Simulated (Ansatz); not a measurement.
Ansatz (an electronic-structure program) input:

Ansatz 0.2 input:
```yaml
crystal:
  periodic: [false, false, false]
  atoms:
    - {symbol: Sn, position_ang: [-0.04620228, -0.01620624, 0.40051657]}
    - {symbol: O, position_ang: [0.68891917, -1.35608434, -1.04901121]}
    - {symbol: H, position_ang: [1.40913635, -0.90247062, -1.49994953]}
    - {symbol: O, position_ang: [-0.48307532, 1.45073937, -1.03879882]}
    - {symbol: H, position_ang: [-0.74577316, 0.95554253, -1.82339883]}
basis:
  gaussian:
    orbitals: def2-SVP
hamiltonian:
  xc: {name: PBE0}
total_charge: -1
magnetization: {spin_polarized: true, initial_magnetization: 1}
```

Task: What final total energy does it print?

Result: -365.71672 Eh (PBE0/def2-SVP). The basis has 64 functions.
